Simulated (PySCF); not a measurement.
**Gallium: highly charged ions in a basis for the neutral atom**

Ga¹¹⁺ [Ar] 3d2, Ga¹²⁺ [Ar] 3d1. All numbers are calculated (PySCF 2.14, the spin-free X2C one-electron Hamiltonian (Gaussian nucleus), in aug-cc-pVDZ-DK (6s5p3d, 36 functions)). No spin-orbit coupling, so a gap to NIST mixes the basis error with missing relativistic terms.

Changed run: basis of the neutral atom used for a highly charged ion. This setting is unsound on purpose.

```csv
species,method,sound run (hartree),changed run (hartree),converged
Ga¹¹⁺,UHF,not run,-1889.43313,yes
Ga¹¹⁺,M06-2X,not run,-1890.51736,yes
Ga¹¹⁺,TPSS,not run,-1890.47719,yes
Ga¹²⁺,UHF,not run,-1877.72885,yes
Ga¹²⁺,M06-2X,not run,-1878.77885,yes
Ga¹²⁺,TPSS,not run,-1878.71195,yes
```

Ionisation energy of Ga¹¹⁺:

```csv
method,changed run (eV),NIST (eV)
UHF,318.49,319 ± 2.5
M06-2X,319.42,319 ± 2.5
TPSS,320.15,319 ± 2.5
```

The contracted functions were made for the neutral atom and can be too rigid for a highly charged ion.
